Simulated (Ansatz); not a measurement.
Abridged output of a molecular run in Ansatz:

```
Functional definition: HF
1262 factors; integrals over basis functions are off by at most 1.3e-3 eV
mean field evaluation 1: about -11305.3357 eV, gradient 3.7e1 eV
mean field evaluation 2: about -11305.3413 eV, gradient 3.7e1 eV
mean field evaluation 4: about -11309.1464 eV, gradient 3.4e0 eV
mean field evaluation 8: about -11309.1886 eV, gradient 1.6e-4 eV
mean field -11309.18858883 eV, -415.6050149962 hartree, gradient 1.4e-6 eV, S^2 0.000000; 0 other end points of the search recorded, 0 dependent functions left out
9 core orbitals not correlated: weight in the atoms' cores, before any rotation towards them, 1.000 or more for the frozen orbitals, at most 0.000 for the correlated occupied ones
reference -11309.18858883 eV, -415.6050149962 hartree; 15, 15 occupied and 100, 100 virtual orbitals, 1262 factors
second order -18.41358398 eV of doubles, -0.00000000 eV of singles
cycle   1  -19.57640532 eV  change    -1.2e0 eV  update   8.6e-2
cycle   2  -20.10263545 eV  change   -5.3e-1 eV  update   2.6e-2
cycle   3  -20.16656751 eV  change   -6.4e-2 eV  update   8.5e-3
cycle   4  -20.16642341 eV  change    1.4e-4 eV  update   2.3e-3
cycle   5  -20.16678534 eV  change   -3.6e-4 eV  update   6.9e-4
cycle   6  -20.16669859 eV  change    8.7e-5 eV  update   2.1e-4
cycle   7  -20.16663752 eV  change    6.1e-5 eV  update   6.7e-5
cycle   8  -20.16663430 eV  change    3.2e-6 eV  update   2.4e-5
perturbative correction -0.57214913 eV, -0.0210260928 hartree
Total energy: -11329.92737226 eV, -416.3671512300 hartree
```

Its atoms:

```xyz
15

C    -0.0697    2.1987   -0.2123
Al    0.9261    0.5420    0.1633
C     0.0374   -0.8445    1.3105
C    -0.7097   -1.3541    0.0824
N     0.1385   -0.9230   -1.0790
H     0.2082    2.6356   -1.1774
H     0.1381    2.9622    0.5454
H    -1.1551    2.0504   -0.2176
H     2.5188    0.5321   -0.0250
H    -0.6362   -0.5525    2.1164
H     0.7234   -1.6015    1.7008
H    -1.6669   -0.8404   -0.0265
H    -0.9058   -2.4310    0.0380
H     0.8403   -1.6237   -1.2915
H    -0.3874   -0.7501   -1.9275
```

Task: Which basis set was used?
A. def2-QZVPP
B. def2-SVPD
C. def2-TZVPP
D. def2-SVP

Result: D. It gives 124 functions.

Task: Write the keys of the input that set method, charge and spin (a neutral closed shell needs none for the last two).

Result: 
```yaml
correlation: {method: ccsd_t}
```
